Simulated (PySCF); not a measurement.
BrCdHSe, SMILES [SeH][Cd][Br]. Atoms are numbered in the order given.

```xyz
4

Cd    -0.0075     0.0095     0.0000
Br     0.0054     2.4442     0.0000
Se    -0.0376    -2.4566     0.0000
H      1.4500    -2.4800     0.0000
```
Charge 0, spin multiplicity 1.

Geometry: PBE-D3(BJ)/def2-SVP. The def2 effective core potentials stand for the cores of Cd; spin–orbit coupling is left out. One conformer was computed; it need not be the lowest.

Calculation: PBE-D3(BJ)/def2-SVP (PySCF).

Frequencies are harmonic and unscaled.

**Question.** Estimate the vibrational spectrum. (An estimate is asked for; the answer gives what the named calculation found.)

**Answer.** 
```csv
mode,ν (cm⁻¹),IR (km/mol),moving atoms (share of kinetic energy)
1,61,3.2,"Cd 58 %, Br 21 %, Se 20 %"
2,62,2.7,"Cd 59 %, Br 21 %, Se 20 %"
3,188,0.5,"Se 53 %, Br 46 %"
4,298,30.0,"Cd 59 %, Br 25 %, Se 17 %"
5,568,0.1,H 98 %
6,2348,9.4,H 99 %
```
